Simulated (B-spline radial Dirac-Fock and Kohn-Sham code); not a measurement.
# Ionisation of each subshell: Re⁺

System: rhenium as Re⁺, configuration [Xe] 4f14 5d5 6s1, inside a Watson sphere of charge -1 and radius 3 Å (a model of the Madelung potential; inside it an electron's potential energy is raised by 4.8 eV); nuclear rms radius 5.3698 fm (A = 187).

The run's input, task.json:

```json
{"items": [{
  "Z": 75,
  "q": 1,
  "cfg": [[1, 0, 2], [2, 0, 2], [2, 1, 6], [3, 0, 2], [3, 1, 6], [3, 2, 10], [4, 0, 2], [4, 1, 6], [4, 2, 10], [4, 3, 14], [5, 0, 2], [5, 1, 6], [5, 2, 5], [6, 0, 1]],
  "A": 187,
  "rrms": 5.3698,
  "watson": [-1, 3.0],
  "do": ["binding"]
}]}
```

Command: `python xray_run.py task.json out`

Model: relaxed Dirac-Fock hole states (ΔSCF) with Breit and QED corrections and a finite nucleus. Program: a radial B-spline solver. The model has no electron correlation. Energies are counted from the vacuum level. Subshells whose hole state is unreliable or did not converge are left out.

All terms are in eV, carry their sign (relaxation lowers the binding energy) and add up to the binding energy; ⟨r⟩ is the mean radius of the orbital in the initial state.

```tsv
subshell	−ε (Koopmans)	relaxation	Breit	self-energy	vacuum polarisation	binding energy	⟨r⟩ (bohr)
1s	72141.3	-90.29	-239.53	-155.67	29.97	71685.8	0.018
2s	12648.4	-54.57	-26.86	-22.56	4.08	12548.5	0.076
2p1/2	12076.2	-59.12	-44.50	-0.22	0.19	11972.6	0.063
2p3/2	10633.7	-55.90	-26.81	-1.68	-0.15	10549.1	0.071
3s	2993.6	-31.29	-4.85	-5.18	0.91	2953.2	0.196
3p1/2	2739.4	-32.34	-8.34	-0.16	0.04	2698.6	0.187
3p3/2	2421.4	-30.60	-4.62	-0.42	-0.04	2385.7	0.202
3d3/2	2000.4	-33.39	-3.58	0.37	-0.04	1963.7	0.177
3d5/2	1932.0	-32.77	-2.25	0.18	-0.04	1897.2	0.181
4s	660.4	-13.54	-0.97	-1.25	0.22	644.9	0.441
4p1/2	553.4	-13.34	-1.71	-0.02	0.01	538.3	0.446
4p3/2	478.4	-12.21	-0.81	-0.08	-0.01	465.2	0.477
4d3/2	302.4	-11.87	-0.46	0.09	-0.01	290.2	0.494
4d5/2	288.3	-11.49	-0.18	0.05	-0.01	276.7	0.505
4f5/2	64.84	-10.39	0.12	0.06	-0.01	54.63	0.569
4f7/2	62.15	-10.18	0.22	0.05	-0.01	52.24	0.577
5p1/2	68.85	-3.10	-0.21	0.01	0.00	65.54	1.151
5p3/2	57.32	-2.65	-0.07	0.00	0.00	54.60	1.248
5d	13.11	-1.28	0.01	0.01	0.00	11.85	1.846
6s	10.09	-0.21	-0.01	-0.02	0.00	9.85	3.016
```

For the deepest level, K (1s), the Breit terms make up -0.334 % of the binding energy, QED -0.175 % and orbital relaxation -0.126 %.

Spin-orbit splittings: 2p 1423.4 eV, 3p 312.9 eV, 3d 66.58 eV, 4p 73.05 eV, 4d 13.48 eV, 4f 2.40 eV, 5p 10.94 eV.

Values without a named source are computed, but for edge energies of neutral atoms, which are taken from tables.
